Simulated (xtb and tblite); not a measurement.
Internal rotation in C9H10O, SMILES CO/C=C\c1ccccc1. Scanned: dihedral C1–O2–C3–C4 and dihedral C3–C4–C5–C6; all other coordinates were relaxed at GFN2-xTB. Points at φ and −φ are mirror images.

Atom numbering (GFN2-xTB optimised geometry, Å):
```
20

C      3.1719     1.5187     0.9687
O      1.9368     0.9459     0.6147
C      1.8992     0.3323    -0.5959
C      0.8319    -0.2792    -1.1202
C     -0.4978    -0.4387    -0.5595
C     -1.4574    -1.1364    -1.2985
C     -2.7370    -1.3180    -0.8128
C     -3.0901    -0.8056     0.4249
C     -2.1501    -0.1114     1.1686
C     -0.8683     0.0720     0.6862
H      3.0354     1.9614     1.9539
H      3.9626     0.7622     1.0184
H      3.4676     2.2989     0.2591
H      2.8288     0.3591    -1.1569
H      0.9752    -0.7185    -2.0977
H     -1.1896    -1.5393    -2.2656
H     -3.4637    -1.8610    -1.4004
H     -4.0910    -0.9466     0.8064
H     -2.4199     0.2910     2.1348
H     -0.1444     0.6133     1.2718
```

Level of theory: GFN2-xTB (xtb and tblite).

Energy in kcal/mol above the lowest grid point; x is the dihedral C1–O2–C3–C4 (°), y the dihedral C3–C4–C5–C6 (°).

```csv
y \ x,-150,-120,-90,-60,-30,0,30,60,90,120,150,180
180,0.8,3.2,5.4,6.2,6.7,7.7,6.7,6.2,5.4,3.2,0.8,0.0
150,1.2,3.3,5.2,4.6,3.4,3.9,6.5,10.1,7.4,4.3,1.8,0.8
120,3.4,5.3,6.7,5.6,3.2,2.7,4.7,8.0,9.3,5.8,3.6,2.9
90,5.0,6.9,8.5,7.2,4.2,3.0,4.1,7.1,8.5,6.8,5.0,4.4
60,3.6,5.7,9.3,8.2,4.8,2.7,3.1,5.6,6.8,5.4,3.4,2.9
30,1.8,4.2,7.5,10.3,7.0,4.4,3.7,4.6,5.2,3.3,1.2,0.8
0,0.8,3.2,5.5,6.5,7.3,8.3,7.3,6.5,5.5,3.2,0.8,0.0
-30,1.2,3.3,5.2,4.6,3.7,4.4,7.0,10.3,7.5,4.2,1.8,0.8
-60,3.4,5.4,6.8,5.6,3.1,2.7,4.8,8.2,9.3,5.7,3.6,2.9
-90,5.0,6.8,8.5,7.1,4.1,3.0,4.2,7.2,8.5,6.9,5.0,4.4
-120,3.6,5.8,9.3,8.0,4.7,2.7,3.2,5.6,6.7,5.3,3.4,2.9
-150,1.8,4.3,7.4,10.1,6.5,3.9,3.4,4.6,5.2,3.3,1.2,0.8
```

Points that lie below all their neighbours on the grid: x = 180, y = 0 (0.0 kcal/mol); x = 180, y = 180 (0.0 kcal/mol); x = 0, y = -120 (2.7 kcal/mol); x = 0, y = 120 (2.7 kcal/mol); x = 0, y = -60 (2.7 kcal/mol); x = 0, y = 60 (2.7 kcal/mol). The lowest path on the grid from the first to the second passes x = 180, y = -90 at 4.4 kcal/mol.
